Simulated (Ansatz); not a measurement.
Geometry optimisation of CH4BClO (`OCBCl`).

```yaml
crystal:
  periodic: [false, false, false]
  atoms:
    - {symbol: O, position_ang: [-0.164064, 1.491418, -0.539414]}
    - {symbol: C, position_ang: [0.471780, 0.458171, 0.168956]}
    - {symbol: B, position_ang: [-0.149074, -0.971333, 0.183503]}
    - {symbol: Cl, position_ang: [-1.627790, -1.274496, -0.734178]}
    - {symbol: H, position_ang: [-0.938259, 1.093800, -0.984521]}
    - {symbol: H, position_ang: [0.623154, 0.739623, 1.246390]}
    - {symbol: H, position_ang: [1.530922, 0.304609, -0.184525]}
    - {symbol: H, position_ang: [0.345430, -1.898891, 0.787989]}
basis:
  gaussian: {orbitals: def2-TZVP}
hamiltonian: {xc: pbe0, dispersion: d4}
relax: {f_tol: 0.005, max_steps: 150}
```

```sh
$ ansatz run in.yaml --threads 2 --pin off --events-out ev --progress --plain --max-ram 4352MiB
```

Output, abridged:

```
Functional definition: PBE0
mean field -16342.05667054 eV, -600.5595055984 hartree, gradient 1.4e-5 eV, S^2 0.000000; 0 other end points of the search recorded, 0 dependent functions left out
relax step   1: F+E_penalty+E_count = -16342.16905261 eV  Δ(F+E_penalty+E_count) = +0.000e0 eV  max|allowed force component| = 6.379e-1 eV/Å  Δτ_max = 0.0000 Å  (28 SCF iters, accepted)
mean field -16342.08617079 eV, -600.5605897125 hartree, gradient 8.1e-6 eV, S^2 0.000000; 0 other end points of the search recorded, 0 dependent functions left out
relax step   2: F+E_penalty+E_count = -16342.19867080 eV  Δ(F+E_penalty+E_count) = -2.962e-2 eV  max|allowed force component| = 2.899e-1 eV/Å  Δτ_max = 0.0201 Å  (32 SCF iters, accepted)
mean field -16342.09004013 eV, -600.5607319083 hartree, gradient 7.8e-6 eV, S^2 0.000000; 0 other end points of the search recorded, 0 dependent functions left out
relax step   3: F+E_penalty+E_count = -16342.20263307 eV  Δ(F+E_penalty+E_count) = -3.962e-3 eV  max|allowed force component| = 1.356e-1 eV/Å  Δτ_max = 0.0131 Å  (32 SCF iters, accepted)
mean field -16342.09006762 eV, -600.5607329186 hartree, gradient 8.0e-6 eV, S^2 0.000000; 0 other end points of the search recorded, 0 dependent functions left out
relax step   4: F+E_penalty+E_count = -16342.20264867 eV  Δ(F+E_penalty+E_count) = -1.560e-5 eV  max|allowed force component| = 1.323e-1 eV/Å  Δτ_max = 0.0012 Å  (34 SCF iters, accepted)
mean field -16342.09000925 eV, -600.5607307733 hartree, gradient 8.0e-6 eV, S^2 0.000000; 0 other end points of the search recorded, 0 dependent functions left out
relax step   5: F+E_penalty+E_count = -16342.20260975 eV  Δ(F+E_penalty+E_count) = +3.892e-5 eV  max|allowed force component| = 9.161e-2 eV/Å  Δτ_max = 0.0207 Å  (32 SCF iters, rejected (line search))
mean field -16342.09098791 eV, -600.5607667387 hartree, gradient 8.0e-6 eV, S^2 0.000000; 0 other end points of the search recorded, 0 dependent functions left out
relax step   6: F+E_penalty+E_count = -16342.20354255 eV  Δ(F+E_penalty+E_count) = -8.939e-4 eV  max|allowed force component| = 1.830e-2 eV/Å  Δτ_max = 0.0104 Å  (32 SCF iters, accepted)
mean field -16342.09107954 eV, -600.5607701059 hartree, gradient 8.0e-6 eV, S^2 0.000000; 0 other end points of the search recorded, 0 dependent functions left out
relax step   7: F+E_penalty+E_count = -16342.20363297 eV  Δ(F+E_penalty+E_count) = -9.041e-5 eV  max|allowed force component| = 1.888e-3 eV/Å  Δτ_max = 0.0109 Å  (32 SCF iters, accepted)
mean field -16342.09107954 eV, -600.5607701059 hartree, gradient 8.0e-6 eV, S^2 0.000000; 1 other end points of the search recorded, 0 dependent functions left out
Total energy: -16342.20366155 eV, -600.5649074184 hartree
Atom 0 at    -0.148169     1.470384    -0.546489 Å, force    -0.001665    -0.000178    -0.001863 eV/Å
Atom 1 at     0.482695     0.442309     0.172681 Å, force     0.000775    -0.000415    -0.001531 eV/Å
Atom 2 at    -0.148033    -0.972955     0.177082 Å, force    -0.000654    -0.001135    -0.000326 eV/Å
Atom 3 at    -1.622240    -1.278127    -0.713993 Å, force    -0.000076     0.000185     0.000652 eV/Å
Atom 4 at    -0.932684     1.106443    -0.968729 Å, force     0.001689     0.000638     0.001889 eV/Å
Atom 5 at     0.598350     0.738912     1.229911 Å, force    -0.000789     0.000547     0.000749 eV/Å
Atom 6 at     1.522607     0.318457    -0.178692 Å, force     0.000543     0.000173     0.000890 eV/Å
Atom 7 at     0.339572    -1.882522     0.772431 Å, force     0.000177     0.000184    -0.000459 eV/Å
Dipole moment:     0.055802    -0.227811     0.101184 e Å
```

Hardware: 2 threads of an Arm Neoverse V1 on a shared host. Wall time 25 s, peak host memory 0.3 GiB.
